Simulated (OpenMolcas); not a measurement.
# Rh3+: moving the ligands

Rh3+ with 6 ligands (fluoride) in octahedral coordination (Oh) at 1.98 Å. A charge of +0.5 e stands 2.4 Å behind each ligand. Ligand basis ANO-RCC-VDZP.
```
Rh    0.0000    0.0000    0.0000
F     1.9800    0.0000    0.0000
F     0.0000    1.9800    0.0000
F    -1.9800    0.0000    0.0000
F     0.0000   -1.9800    0.0000
F     0.0000    0.0000    1.9800
F     0.0000    0.0000   -1.9800
```

- Program: OpenMolcas 26.06
- Method: CASSCF
- Basis: ANO-RCC-VTZP [7s6p4d2f1g]
- Scalar Hamiltonian: DKH2, point nucleus
- Active space: 6 electrons in 5 orbitals (4d)
- State averaging: 2S+1 = 5 even, 5 roots; 2S+1 = 3 even, 45 roots; 2S+1 = 1 even, 50 roots
- Spin-orbit coupling: RASSI with atomic mean-field integrals over the reference wave functions

Runs around this geometry, states (labels of O, the rotations of Oh). Energies in cm-1 above the lowest state or level, χT in cm3 K/mol; 10Dq and B are least-squares fits to the states below 45000 cm-1, weighted by degeneracy, with a free offset, and given where the rms deviation is under 5 % of |10Dq| (or 100 cm-1) and under 700 cm-1.

```csv
R (Å),Ground state,First state of that spin,10Dq,B (rms of fit),First gap with spin-orbit (degeneracies),χT at 300 K,First state of another spin
1.9,1A1,1T1 22884,25296,816 (178),"15440 (1, 2)",0.032,3T1 15974
1.98,1A1,1T1 18214,20621,816 (214),"10153 (1, 2)",0.045,3T1 11093
2.06,1A1,1T1 14523,16910,818 (226),"4154 (1, 3)",0.068,5T2 4387
```

Taking |10Dq| as R^-n, n = -ln(16910 / 25296) / ln(2.06 / 1.9) = 5.0 between the shortest and longest distance. The point-charge formula for a cubic d site gives n = 5.

Without dynamic correlation the repulsion within the d shell is too large (B by tens of per cent), so at a given field states of lower spin stand too high. With metal d orbitals alone the field can be off either way by tens of per cent. Ligand-to-metal charge-transfer states are missing. With no ligand orbital active B as a rule stays too high, so bands that hang on it stand too high and its fall with covalency is understated. The least metal-like active orbital is 79 % on the metal (Löwdin) and no ligand orbital is active, so the numbers are rough (holds for R = 1.9). This shell can be high or low spin here, a state of another spin lies low, and with metal d orbitals alone active their balance is uncertain, so the ground spin may be wrong, although the usual error favours high spin (holds for R = 1.98; R = 2.06). The least metal-like active orbital is 81 % on the metal (Löwdin) and no ligand orbital is active, so the numbers are rough (holds for R = 1.98). The least metal-like active orbital is 82 % on the metal (Löwdin) and no ligand orbital is active, so the numbers are rough (holds for R = 2.06). No measured value stands beside these numbers; the geometry is a model, was not optimised and need not be the one that this ion takes.
